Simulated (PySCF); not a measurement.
**C$_{5}$H$_{7}$NO$_{2}$Si: full NMR table**

```
Formula                               : C5H7NO2Si
SMILES                                : N#C[C@@H]1CO[SiH2]CC1=O
Point group of the computed structure : C1
Degrees of unsaturation               : 4
Carbon signals                        : 5
Proton signals                        : 7
```

Numbering as in the mapped SMILES `[N:1]#[C:2][C@@H:3]1[CH2:4][O:5][SiH2:6][CH2:7][C:8]1=[O:9]` (H(Xn): hydrogen on atom n). Ha(C4), Ha(Si6), Ha(C7) are cis to C2 on the ring; Hb(C4), Hb(Si6), Hb(C7) are trans to C2 on the ring.

[PySCF 2.14: GFN2-xTB structure; shielding tensors at PBE0/pcSseg-1 (GIAO); single conformer; no relativistic terms; in vacuum]

Scale: 1H (σref 31.72) and 13C (σref 186.93) and 29Si (σref 349.16) against TMS; 15N (σref 267.73) vs NH3; 17O (σref 336.08) vs H2O (reference shieldings calculated alike).

| carbon | δC, type | δH (multiplicity) | HMBC from (2–3 bonds) | span of the C tensor (ppm) |
| --- | --- | --- | --- | --- |
| C2 | 124.4, C | – | Ha(C4), Hb(C4), H(C3) | 342 |
| C3 | 49.3, CH | 3.06 (m) | Ha(C4), Hb(C4), Ha(C7), Hb(C7) | 31 |
| C4 | 74.6, CH2 | Hb(C4) 4.39 (m); Ha(C4) 4.78 (m) | Ha(Si6), Hb(Si6), H(C3) | 66 |
| C7 | 36.4, CH2 | Hb(C7) 2.10 (m); Ha(C7) 3.95 (m) | Ha(Si6), Hb(Si6), H(C3) | 76 |
| C8 | 204.4, C | – | Ha(Si6), Hb(Si6), Ha(C4), Hb(C4), Ha(C7), H(C3), Hb(C7) | 213 |

Other nuclei:
```json
{"atoms": "Ha(Si6)", "nucleus": "1H", "environment": "hydrogen on a silicon bonded to C, O, in a 6-membered ring", "δ (ppm)": "5.36", "σ (ppm)": "26.36"}
{"atoms": "Hb(Si6)", "nucleus": "1H", "environment": "hydrogen on a silicon bonded to C, O, in a 6-membered ring", "δ (ppm)": "5.11", "σ (ppm)": "26.61"}
{"atoms": "Si6", "nucleus": "29Si", "environment": "silicon bonded to C, O, 2 H, in a 6-membered ring", "δ (ppm)": "-6.8", "σ (ppm)": "355.9"}
{"atoms": "N1", "nucleus": "15N", "environment": "nitrile nitrogen", "δ (ppm)": "309.7", "σ (ppm)": "-42.0"}
{"atoms": "O9", "nucleus": "17O", "environment": "ketone oxygen", "δ (ppm)": "661.8", "σ (ppm)": "-325.8"}
{"atoms": "O5", "nucleus": "17O", "environment": "oxygen bonded to C, Si, in a 6-membered ring", "δ (ppm)": "32.3", "σ (ppm)": "303.8"}
```

Carbon types of the structure: 2 × C, 1 × CH, 2 × CH2, leaving 2 H on heteroatoms. δC 204.4: ketone carbonyl carbon; low-lying n→π* states of the double bond to the heteroatom give a large paramagnetic term (-267 ppm). δC 124.4: nitrile carbon; this is the usual window of a C≡N carbon, which has no attached hydrogen. δC 74.6: sp3 CH2 bonded to O; pulled downfield by the heteroatom. δC 49.3: sp3 CH α to a carbonyl; the adjacent C=O deshields it moderately. δH 3.06: hydrogen on an sp3 CH α to a carbonyl; α to C=O.

Shifts are as computed. Against solution values, carbons near 30 ppm lie about +3 ppm off and those near 130 ppm about +5 ppm. Of 1211 compounds with measured shifts, 218 miss one by over three times the rms of a fit or turn the order of signals round; such compounds aren't used in these exercises. Unscaled 17O shifts of doubly bonded oxygen tend to come out too high, by tens of ppm or more. Experimental scales use liquid or dissolved standards, which lie at an offset from isolated NH3 (liquid NH3: subtract about 20 ppm) and H2O (liquid H2O: subtract about 36 ppm). Unscaled 15N shifts of sp2 nitrogen come out 20 to 40 ppm too high even then. Multiplicities follow the n + 1 count of equivalent neighbours, as no J values were calculated; m marks all less simple cases, F and P coupling included.
